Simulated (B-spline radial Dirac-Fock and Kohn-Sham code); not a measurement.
## How the settings move the core levels of In⁵⁺

ΔSCF core binding energies without Breit or QED terms, calculated with a radial finite-basis atomic code. Keys: rel is the Hamiltonian (dirac, or spin-free x2c and nr, where L3 and M5 stand for the whole 2p and 3d shells), method is hf or an exchange,correlation pair (spin-unpolarised, also for the hole states), nuc the nuclear model, radius_factor scales its radius, rmax is the box in bohr, h the logarithmic mesh step, order the B-spline order, points the quadrature points per cell, c_factor scales the speed of light, and damp, ndamp, maxit and tol steer the iteration. The run stops when the commutator error falls below 10·tol·max(1, Z/10), or the numerical noise floor, and the energy has settled to about 1e-8 Ha; the virial ratio is −V/T.

Base input:

```json
{"items": [{"Z": 49, "q": 5, "cfg": [[1, 0, 2], [2, 0, 2], [2, 1, 6], [3, 0, 2], [3, 1, 6], [3, 2, 10], [4, 0, 2], [4, 1, 6], [4, 2, 8]], "A": 115, "rrms": 4.6156, "do": "settings", "holes": ["K", "L3", "M5"],
  "settings": [{"rel": "dirac", "method": "hf", "nuc": "fermi", "radius_factor": 1.0, "rmax": 45.0, "h": 0.3, "order": 8, "points": 10, "c_factor": 1.0, "maxit": 60, "damp": 0.5, "ndamp": 3, "tol": 1e-08}]}]}
```

The ground state converged in 10 iterations, with total energy -5873.96002 Ha, virial ratio 1.95156 and highest orbital energy -92.68 eV. ΔSCF binding energies: K (1s) 28112.8 eV, L3 (2p3/2) 3821.2 eV. Holes are computed only in closed shells, and unreliable hole states are left out.

Changes from the base run:

| changed setting | Δ total energy (Ha) | Δ K (eV) | Δ L3 (eV) | iterations |
| --- | --- | --- | --- | --- |
| c_factor = 1.5 | +80.15162 | -543.06 | +2.43 | 10 |
| radius_factor = 1.2; rmax = 30.0; damp = 0.2 | +0.05736 | -0.66 | 0.00 | 9 |
| rel = "nr"; radius_factor = 1.2; h = 0.18 | +140.25973 | -948.73 | +3.76 | 10 |
| rel = "nr" | ? | ? | ? | ? |
| rmax = 30.0 | 0.00000 | 0.00 | 0.00 | 10 |
| damp = 0.2 | 0.00000 | 0.00 | 0.00 | 9 |
| h = 0.18 | -0.00002 | 0.00 | 0.00 | 10 |

Question: What does the change rel = "nr" do?

Answer: The total energy moves by +140.25975 Ha and the binding energies by K -948.73 eV, L3 +3.76 eV; the run takes 10 iterations.
